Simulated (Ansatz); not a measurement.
Reaction (isomerisation): `C=C(F)[SiH2]O` → `F[SiH2]C1CO1`

Computed with Ansatz on PBE0-D4/def2-TZVP structures; ΔE is electronic, products minus reactants. CCSD(T)/CBS adds triple-zeta CCSD(T) − MP2 to the extrapolated MP2 energy (def2 sets, frozen cores). DFT in def2-TZVPP. One conformer a species, not always the lowest.

```tsv
level	ΔE (eV)
ωB97X-V	0.07
MP2/def2-TZVPP	0.06
```

(1) What does CCSD(T)/CBS give? (Estimate.)

Largest T1 diagnostic among the species: 0.012.

Results:

(1) Computed: +0.18 eV. The listed levels differ from it by -0.11, -0.12 eV.

In def2-TZVPP, CCSD(T) changes the Hartree–Fock value by −0.13 eV (the triples alone add +0.00 eV) and MP2 by −0.24 eV.
